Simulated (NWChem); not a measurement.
System: SiH$_{2}$S$_{2}$, singlet; SMILES S[Si]S

Here is an NWChem input.

```
start job
memory heap 200 mb stack 900 mb global 1100 mb
geometry units angstroms noautosym nocenter noautoz
  Si    -1.018948     0.012283     0.001090
  S      0.363004     1.667291    -0.000989
  H      1.554123     1.021062    -0.000940
  S      0.431897    -1.581797     0.001963
  H     -0.477070    -2.583415     0.003403
end
basis spherical
  Si library def2-svp
  S library def2-svp
  H library def2-svp
end
dft
  xc m06-2x
  iterations 150
end
cosmo
  do_cosmo_smd true
  solvent dmf
end
task dft energy
```

Output (shortened):

```
             Northwest Computational Chemistry Package (NWChem) 7.3.0
             --------------------------------------------------------

                             Geometry "geometry" -> ""
                             -------------------------

 Output coordinates in angstroms (scale by  1.889725989 to convert to a.u.)

  No.       Tag          Charge          X              Y              Z
 ---- ---------------- ---------- -------------- -------------- --------------
    1 Si                  14.0000    -1.01894800     0.01228300     0.00109000
    2 S                   16.0000     0.36300400     1.66729100    -0.00098900
    3 H                    1.0000     1.55412300     1.02106200    -0.00094000
    4 S                   16.0000     0.43189700    -1.58179700     0.00196300
    5 H                    1.0000    -0.47707000    -2.58341500     0.00340300

 Effective nuclear repulsion energy (a.u.)     174.7059753292

                                 NWChem DFT Module
                                 -----------------

 Summary of "ao basis" -> "ao basis" (spherical)
 ------------------------------------------------------------------------------
       Tag                 Description            Shells   Functions and Types
 ---------------- ------------------------------  ------  ---------------------
 Si                         def2-svp                 8       18   4s3p1d
 S                          def2-svp                 8       18   4s3p1d
 H                          def2-svp                 3        5   2s1p

 in cosmo_initialize ...
 calling solv_data for solv:dmf

 solvent parameters
 solvname_short: dmf
 solvname_long:  N,N-dimethylformamide
 dielec:       37.2190
 dielecinf:     2.0463
 nonaqueous SMD model solvent descriptors
 dielec:       37.2190
 sola:          0.0000
 solb:          0.7400
 solc:          0.0000
 solg:         49.5600
 solh:          0.0000
 soln:          1.4305

          ---------------
          -cosmo- solvent
          ---------------
 Cosmo: York-Karplus, doi: 10.1021/jp992097l
 dielectric constant -eps-     =  37.22
 screen = (eps-1)/(eps    )    =   0.97313
 surface charge correction     = lagrangian

   van der Waals surface
 --------------------------

 ---------- ATOMIC COORDINATES (A.U.) ------------ VDWR(ANG.) --
     1   -1.92553252    0.02321150    0.00205980     2.470
     2    0.68597809    3.15072313   -0.00186894     2.490
     3    2.93686662    1.92952740   -0.00177634     1.200
     4    0.81616699   -2.98916290    0.00370953     2.490
     5   -0.90153158   -4.88194646    0.00643074     1.200
 number of segments per atom =        128
 number of   points per atom =        128
 atom (   nspa,  nppa )
 ----------------------
    1 (     68,     0 )       0
    2 (     94,     0 )       0
    3 (     20,     0 )       0
    4 (     94,     0 )       0
    5 (     20,     0 )       0
 number of -cosmo- surface points =      296
 molecular surface =    141.675 angstrom**2
 molecular volume  =    143.646 angstrom**3
 -lineq- algorithm             =   0
 -bem- low  level              =   3
 -bem- from -octahedral-
 gaussian surface charge width =   4.50000
 degree of switching           =   1.00000
 switching function tolerance  =   0.00010
 atomic radii =
 --------------
    1 14.000  2.470
    2 16.000  2.490
    3  1.000  1.200
    4 16.000  2.490
    5  1.000  1.200
 ...... end of -cosmo- initialization ......

 nat:                     5
 ixmem:                  1509
 calling mnsol_interface()
 G(SMD-CDS) energy (kcal/mol)  =    -1.842
 SMD-CDS SASA (angstrom**2)    =   131.795

            General Information
            -------------------
          SCF calculation type: DFT
          Wavefunction type:  closed shell.
          No. of atoms     :     5
          No. of electrons :    48
           Alpha electrons :    24
            Beta electrons :    24
          Charge           :     0
          Spin multiplicity:     1
          Use of symmetry is: off; symmetry adaption is: off
          Maximum number of iterations: 150
          AO basis - number of functions:    64
                     number of shells:    30
          Convergence on energy requested:  1.00D-06
          Convergence on density requested:  1.00D-05
          Convergence on gradient requested:  5.00D-04

              XC Information
              --------------
                       M06-2X Method XC Functional
                     Hartree-Fock (Exact) Exchange  0.540
                        M06-2X Exchange Functional  1.000
                      M06-2X Correlation Potential  1.000

             Grid Information
             ----------------
          Grid used for XC integration:  medium
          Radial quadrature: Mura-Knowles
          Angular quadrature: Lebedev.
          Tag              B.-S. Rad. Rad. Pts. Rad. Cut. Ang. Pts.
          ---              ---------- --------- --------- ---------
          Si                  1.10       88           9.0       590
          S                   1.00       88          11.0       590
          H                   0.35       45          11.0       434
          Grid pruning is: on
          Number of quadrature shells:   354
          Spatial weights used:  Erf1

      Superposition of Atomic Density Guess
      -------------------------------------

 Sum of atomic energies:       -1084.43173925

      Non-variational initial energy
      ------------------------------

 Total energy =   -1085.035976
 1-e energy   =   -1848.639125
 2-e energy   =     588.897174
 HOMO         =      -0.237081
 LUMO         =      -0.027966

   convergence    iter        energy       DeltaE   RMS-Dens  Diis-err
 ---------------- ----- ----------------- --------- --------- ---------
     COSMO gas phase
 d= 0,ls=0.0,diis     1  -1086.6820117115 -1.26D+03  1.13D-02  2.14D-01
 d= 0,ls=0.0,diis     2  -1086.7017391943 -1.97D-02  6.01D-03  9.39D-02
 d= 0,ls=0.0,diis     3  -1086.7170836080 -1.53D-02  1.40D-03  6.38D-03
 d= 0,ls=0.0,diis     4  -1086.7182345359 -1.15D-03  2.25D-04  1.93D-04
 d= 0,ls=0.0,diis     5  -1086.7182706041 -3.61D-05  8.63D-05  6.40D-06
  Resetting Diis
 d= 0,ls=0.0,diis     6  -1086.7182722763 -1.67D-06  2.69D-05  1.60D-06
 d= 0,ls=0.0,diis     7  -1086.7182725828 -3.07D-07  9.19D-06  6.33D-08

   convergence    iter        energy       DeltaE   RMS-Dens  Diis-err
 ---------------- ----- ----------------- --------- --------- ---------
     COSMO solvation phase
 d= 0,ls=0.0,diis     1  -1086.7254159938 -7.14D-03  1.31D-03  1.23D-03
 d= 0,ls=0.0,diis     2  -1086.7258474108 -4.31D-04  3.78D-04  2.76D-04
 d= 0,ls=0.0,diis     3  -1086.7258923816 -4.50D-05  1.51D-04  3.35D-05
 d= 0,ls=0.0,diis     4  -1086.7258998863 -7.50D-06  4.07D-05  2.73D-06
 d= 0,ls=0.0,diis     5  -1086.7259004296 -5.43D-07  8.17D-06  1.12D-07

         Total DFT energy =    -1086.725900429589
      One electron energy =    -1850.073041412280
           Coulomb energy =      661.789887723350
    Exchange-Corr. energy =      -72.979772150318
 Nuclear repulsion energy =      174.705975329173

             COSMO energy =       -0.168949919515

 Numeric. integr. density =       48.000008634527

                                COSMO-SMD solvation results
                                ---------------------------

             internal energy in gas <Psi(g)|H|Psi(g)> =     -1086.718272582848
         internal energy in solvent <Psi(s)|H|Psi(s)> =     -1086.717705711464
                               delta internal energy  =         0.000566871384 (    0.36 kcal/mol)
   total free energy in solvent <Psi(s)|H+V/2|Psi(s)> =     -1086.722965775587
 polarization energy contribution <Psi(s)|V/2|Psi(s)> =        -0.005260064123 (   -3.30 kcal/mol)
    total free energy in solvent including G(SMD-CDS) =     -1086.725900429589
                       G(SMD-CDS) energy contribution =        -0.002934654002 (   -1.84 kcal/mol)
     1 M fixed-concentration free energy of solvation =        -0.007627846741 (   -4.79 kcal/mol)

                       DFT Final Molecular Orbital Analysis
                       ------------------------------------

 Vector   22  Occ=2.000000D+00  E=-3.591946D-01
              MO Center=  1.5D-01, -3.7D-02,  6.6D-04, r^2= 3.7D+00
   Bfn.  Coefficient  Atom+Function         Bfn.  Coefficient  Atom+Function
  ----- ------------  ---------------      ----- ------------  ---------------
    54      0.404100  4 S  pz                31      0.382516  2 S  pz
    51      0.285705  4 S  pz                28      0.271773  2 S  pz
    13      0.203025  1 Si pz                48      0.162938  4 S  pz
    10      0.160541  1 Si pz                25      0.154934  2 S  pz
     7     -0.090470  1 Si pz                17     -0.055330  1 Si d  1

 Vector   23  Occ=2.000000D+00  E=-3.157070D-01
              MO Center=  3.6D-01,  9.3D-02,  4.5D-04, r^2= 4.0D+00
   Bfn.  Coefficient  Atom+Function         Bfn.  Coefficient  Atom+Function
  ----- ------------  ---------------      ----- ------------  ---------------
    31      0.488356  2 S  pz                54     -0.469961  4 S  pz
    28      0.324868  2 S  pz                51     -0.313298  4 S  pz
    25      0.185037  2 S  pz                48     -0.178201  4 S  pz
    15      0.062662  1 Si d -1

 Vector   24  Occ=2.000000D+00  E=-2.929500D-01
              MO Center= -9.0D-01, -1.3D-01,  1.2D-03, r^2= 3.5D+00
   Bfn.  Coefficient  Atom+Function         Bfn.  Coefficient  Atom+Function
  ----- ------------  ---------------      ----- ------------  ---------------
     3      0.412159  1 Si s                  4      0.384171  1 Si s
     8     -0.293939  1 Si px                11     -0.294691  1 Si px
    52      0.273520  4 S  px                 2      0.238049  1 Si s
    49      0.198338  4 S  px                30      0.192578  2 S  py
    53     -0.172924  4 S  py                 5      0.156830  1 Si px

 Vector   25  Occ=0.000000D+00  E=-4.528492D-02
              MO Center= -7.9D-01,  1.4D-02,  9.8D-04, r^2= 3.4D+00
   Bfn.  Coefficient  Atom+Function         Bfn.  Coefficient  Atom+Function
  ----- ------------  ---------------      ----- ------------  ---------------
    13      0.741339  1 Si pz                10      0.379518  1 Si pz
    31     -0.332723  2 S  pz                54     -0.333147  4 S  pz
     7     -0.202087  1 Si pz                28     -0.155827  2 S  pz
    51     -0.156025  4 S  pz                25     -0.089703  2 S  pz
    48     -0.089785  4 S  pz                35      0.036438  2 S  d  1

 Vector   26  Occ=0.000000D+00  E= 3.061785D-02
              MO Center= -3.1D-01,  1.7D-01,  6.4D-04, r^2= 4.8D+00
   Bfn.  Coefficient  Atom+Function         Bfn.  Coefficient  Atom+Function
  ----- ------------  ---------------      ----- ------------  ---------------
    12      0.897633  1 Si py                38      0.684294  3 H  s
    22     -0.646453  2 S  s                 53      0.438917  4 S  py
    52     -0.351241  4 S  px                45      0.342398  4 S  s
    30      0.301391  2 S  py                11     -0.241537  1 Si px
     9      0.225366  1 Si py                29     -0.218527  2 S  px

 Vector   27  Occ=0.000000D+00  E= 6.882794D-02
              MO Center= -4.5D-01, -4.0D-01,  1.3D-03, r^2= 5.4D+00
   Bfn.  Coefficient  Atom+Function         Bfn.  Coefficient  Atom+Function
  ----- ------------  ---------------      ----- ------------  ---------------
    29      0.687223  2 S  px                12      0.674088  1 Si py
    61     -0.634696  5 H  s                 11      0.518074  1 Si px
     3      0.502961  1 Si s                 38     -0.485778  3 H  s
    53     -0.481139  4 S  py                45      0.354369  4 S  s
    52     -0.344093  4 S  px                30      0.247890  2 S  py

     Multipole analysis of the density
     ---------------------------------

     L   x y z        total         alpha         beta         nuclear
     -   - - -        -----         -----         ----         -------
     0   0 0 0     -0.000000    -24.000000    -24.000000     48.000000

     1   1 0 0     -0.069232      0.409283      0.409283     -0.887799
     1   0 1 0     -0.689135     -0.323320     -0.323320     -0.042494
     1   0 0 1      0.000700     -0.031120     -0.031120      0.062941

     2   2 0 0    -29.732537    -54.632525    -54.632525     79.532513
     2   1 1 0      2.269828     -1.359589     -1.359589      4.989006
     2   1 0 1     -0.002605      0.018004      0.018004     -0.038613
     2   0 2 0    -29.890192   -179.624315   -179.624315    329.358438
     2   0 1 1     -0.002592      0.151596      0.151596     -0.305783
     2   0 0 2    -30.338614    -15.169497    -15.169497      0.000380
```

Level: M06-2X/def2-SVP, SMD on the gas-phase geometry. Low-valent species are run as closed-shell singlets; no triplet was tried in these runs. Coordinates come from a PBE0/def2-SVP optimisation. Solvent: N,N-dimethylformamide.
